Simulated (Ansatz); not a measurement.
One change: `C=C[SiH](O)F` becomes `C=C[SiH](F)O[SiH3]`.

Ansatz, PBE0-D4/def2-TZVP geometries, multiplicity 1. Each molecule was computed in one conformer, which needn't be the lowest.

| property | `C=C[SiH](O)F` |
| --- | --- |
| HOMO–LUMO gap (PBE/def2-TZVPP) / eV | 5.41 |
| zero-point energy (PBE0-D4/def2-TZVP) / kJ/mol | 180.9 |
| HOMO–LUMO gap (B3LYP/def2-TZVPP) / eV | 7.08 |
| size of the dipole moment (B3LYP/def2-TZVPP) / D | 2.19 |
| HOMO–LUMO gap (PBE0/def2-TZVPP) / eV | 7.55 |
| LUMO energy (B3LYP/def2-TZVPP) / eV | -1.08 |

(1) What does the change do to each property? (Estimate.)

## Answers

(1) Computed: 
```
                                        property  `C=C[SiH](F)O[SiH3]`  shift
             HOMO–LUMO gap (PBE/def2-TZVPP) / eV                  5.39  -0.02
  zero-point energy (PBE0-D4/def2-TZVP) / kJ/mol                 222.9   42.0
           HOMO–LUMO gap (B3LYP/def2-TZVPP) / eV                  7.07  -0.01
size of the dipole moment (B3LYP/def2-TZVPP) / D                  1.55  -0.64
            HOMO–LUMO gap (PBE0/def2-TZVPP) / eV                  7.54  -0.01
             LUMO energy (B3LYP/def2-TZVPP) / eV                 -1.03   0.05
```

The zero-point energy changes by 42.0 kJ/mol with +9 modes. Dipoles are sizes alone; their direction can turn.

B3LYP here is the variant with VWN-RPA as its local correlation; programs differ in this.

Positive LUMOs are unbound, so they and the gaps depend on the basis.
